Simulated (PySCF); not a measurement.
How good is the calculation?

Molfile (atoms numbered from 1):
```
C5H4ClF3N2
     RDKit          3D

 15 15  0  0  0  0  0  0  0  0999 V2000
   -2.4348    0.4435    0.1452 C   0  0  0  0  0  0  0  0  0  0  0  0
   -1.0676    0.0145    0.0852 N   0  0  0  0  0  0  0  0  0  0  0  0
   -0.0805    0.8376    0.3850 N   0  0  0  0  0  0  0  0  0  0  0  0
    1.0405    0.1469    0.2333 C   0  0  0  0  0  0  0  0  0  0  0  0
    2.3715    0.7662    0.4893 C   0  0  0  0  0  0  0  0  0  0  0  0
    2.5091    1.2006    1.7514 F   0  0  0  0  0  0  0  0  0  0  0  0
    2.6160    1.8203   -0.3042 F   0  0  0  0  0  0  0  0  0  0  0  0
    3.3679   -0.1079    0.2774 F   0  0  0  0  0  0  0  0  0  0  0  0
    0.7771   -1.1678   -0.1785 C   0  0  0  0  0  0  0  0  0  0  0  0
   -0.6004   -1.2057   -0.2609 C   0  0  0  0  0  0  0  0  0  0  0  0
   -1.6524   -2.4685   -0.6968 Cl  0  0  0  0  0  0  0  0  0  0  0  0
   -2.4342    1.4842    0.4594 H   0  0  0  0  0  0  0  0  0  0  0  0
   -2.9906   -0.1601    0.8639 H   0  0  0  0  0  0  0  0  0  0  0  0
   -2.9051    0.3526   -0.8348 H   0  0  0  0  0  0  0  0  0  0  0  0
    1.4790   -1.9485   -0.3793 H   0  0  0  0  0  0  0  0  0  0  0  0
  1  2  1  0
  2  3  1  0
  3  4  2  0
  4  5  1  0
  5  6  1  0
  5  7  1  0
  5  8  1  0
  4  9  1  0
  9 10  2  0
 10 11  1  0
 10  2  1  0
  1 12  1  0
  1 13  1  0
  1 14  1  0
  9 15  1  0
M  END
```

Averaged over atoms made equivalent by symmetry, fast rotation or ring inversion, isolated molecule, single conformer, non-relativistic. Shielding tensors at PBE0/pcSseg-1 (GIAO); geometry from GFN2-xTB; PySCF 2.14.

Reference values: measured (solution, CDCl3; L. Larina, Magnetochemistry 8 (2022) 52 (functionalized azoles: NMR spectroscopy and quantum chemistry)).
| atoms | quantity | reference | computed | computed, scaled |
| --- | --- | --- | --- | --- |
| N3 | δ ¹⁵N vs CH3NO2 | -74.3 | – | -71.1 |
| N2 | δ ¹⁵N vs CH3NO2 | -178.5 | – | -182.0 |

Computed shifts are σ(ref) − σ with the named reference compound (TMS for H and C) calculated as an isolated molecule at the same level. The measured values may be among those fitted. Shieldings were converted by a linear fit to measured shifts: ¹⁵N: δ = -148.07 − 0.921σ (rms 6.3 ppm, 71 shifts vs CH3NO2, solution or neat liquid). Occasional misses reach two or three times the rms, and more in compound classes unlike the fitted ones.
